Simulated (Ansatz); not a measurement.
Reactions of CH6GeO2, SMILES `C[O][GeH2][OH]`.

Program: Ansatz. Geometries: PBE0-D4/def2-TZVP. ΔE: electronic, gas phase. CCSD(T)/CBS adds triple-zeta CCSD(T) − MP2 to the extrapolated MP2 energy (def2 sets, frozen cores). This one scheme is used for every species. DFT in def2-TZVPP. B3LYP here is the variant with VWN-RPA as its local correlation; programs differ in this. No spin–orbit coupling; open shells (•) take unrestricted orbitals. Elements past krypton have def2 core potentials. For Ge, I outer-core shells are correlated without core-valence functions, which leaves a few kJ/mol of doubt a bond. Scalar relativity is left out up to krypton. One conformer a species, not always the lowest.

| reaction | CCSD(T)/CBS(def2) (kcal/mol) |
| --- | --- |
| `C[O][GeH2][OH]` → H₂ + `C[O][Ge][OH]` | 9.7 |
| `C[O][GeH2][OH]` + HI → `C[O][GeH2][I]` + H₂O | -12.2 |
| `C[O][GeH2][OH]` → `[OH][GeH2]`• + `C[O]`• | ? |
| `C[O][GeH2][OH]` + `F[C]1(S)[NH][AlH]1` → `CS[C]1(F)[NH][AlH]1` + `[OH][GeH2][OH]` | -13.7 |
| `C[O][GeH2][OH]` + GeH₄ → `[OH][GeH2][GeH3]` + CH₃OH | 3.1 |
| `C[O][GeH2][OH]` + H₂ → `C[O][GeH3]` + H₂O | 3.9 |
| `C[O][GeH2][OH]` + HCl → `C[O][GeH2][Cl]` + H₂O | -9.7 |
| `C[O][GeH2][OH]` → `[CH3]`• + `[O][GeH2][OH]`• | ? |
| `C[O][GeH2][OH]` + `N[SiH](O)F` → `[OH][GeH2][NH][SiH](O)F` + CH₃OH | -0.1 |
| `C[O][GeH2][OH]` + `SBCl` → `CSBCl` + `[OH][GeH2][OH]` | ? |

Question: Fill in the missing values. (An estimate is asked.)

Answer: Computed: `C[O][GeH2][OH]` → `[OH][GeH2]`• + `C[O]`•: +100.1 kcal/mol; `C[O][GeH2][OH]` → `[CH3]`• + `[O][GeH2][OH]`•: +97.6 kcal/mol; `C[O][GeH2][OH]` + `SBCl` → `CSBCl` + `[OH][GeH2][OH]`: -12.4 kcal/mol.

Largest T1 diagnostic: 0.019, for `C[O]`•.
